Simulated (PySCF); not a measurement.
Compound: CH₁₁OPSi₃.
Atom-mapped SMILES: `[CH3:1][SiH2:2][SiH2:3][O:4][SiH2:5][PH2:6]` (hydrogens: H7, H8, H9 on C1; H10, H11 on Si2; H12, H13 on Si3; H14, H15 on Si5; H16, H17 on P6)

Method used: TDDFT PBE0/def2-SVPD, vertical, gas phase, core orbitals frozen in the response (PySCF 2.14.0, density-fitted response routines). Isolated species at its GFN2-xTB geometry (one conformer only). Torsions of this conformer, `[CH3:1][SiH2:2][SiH2:3][O:4][SiH2:5][PH2:6]`: C1–Si2–Si3–O4 -124°, Si2–Si3–O4–Si5 155°, Si3–O4–Si5–P6 -7°, H–P6–Si5–O4 -167°, H–P6–Si5–O4 -74°.

| state | E (eV) | λ (nm) | ν̃ (cm⁻¹) | f | main configurations (H = HOMO, L = LUMO) |
| --- | --- | --- | --- | --- | --- |
| S1 | 5.60 | 221.3 | 45180 | 0.010 | H→L (89%) |
| S2 | 6.06 | 204.8 | 48840 | 0.0085 | H-1→L (88%) |
| S3 | 6.42 | 193.1 | 51780 | 0.0041 | H→L+1 (58%), H→L+3 (17%), H→L+2 (10%) |
| S4 | 6.46 | 191.9 | 52110 | 0.0045 | H-2→L (80%) |
| S5 | 6.55 | 189.4 | 52790 | 0.025 | H→L+3 (34%), H→L+1 (30%), H→L+2 (13%) |
| S6 | 6.78 | 183.0 | 54660 | 0.035 | H→L+2 (43%), H→L+3 (37%) |
| S7 | 6.89 | 180.0 | 55540 | 0.049 | H-1→L+1 (68%), H→L+4 (16%) |
| S8 | 7.06 | 175.6 | 56950 | 0.021 | H→L+4 (56%), H-1→L+1 (20%) |

Triplets (Tamm–Dancoff): T1 5.18 eV, H→L (57%), H-1→L (28%); T2 5.42 eV, H-1→L (50%), H→L+2 (29%), H→L (9%); T3 5.71 eV, H→L+5 (30%), H→L+3 (22%), H→L+1 (20%).

The lowest singlet lies at 5.60 eV (221 nm, ultraviolet) and is weak; its leading configuration is HOMO→LUMO (89%). The strongest level in the table is S7 at 6.89 eV (180 nm, f = 0.049). Löwdin shares by element: HOMO phosphorus 55%, silicon 14% or more, oxygen 6%, hydrogen 6% or more (atoms not listed hold the other 19%); LUMO silicon 57%, hydrogen 7% or more (atoms not listed hold the other 36%). Orbital energies (eV): HOMO-3 -9.15, HOMO-2 -8.46, HOMO-1 -8.02, HOMO -7.38, LUMO -0.74, LUMO+1 -0.04, LUMO+2 0.35. Of the 8 states listed, 5 reach f = 0.01 and none stays under 0.0005. The oscillator strengths of these states sum to 0.158; summed over the whole spectrum of an exact calculation they would give the number of electrons, 82 (Thomas–Reiche–Kuhn). No computed singlet lies in the visible range (380 to 750 nm); the lowest, at 221 nm, stands 2.34 eV above its violet end (3.26 eV). The window holds the lowest 8 singlets.
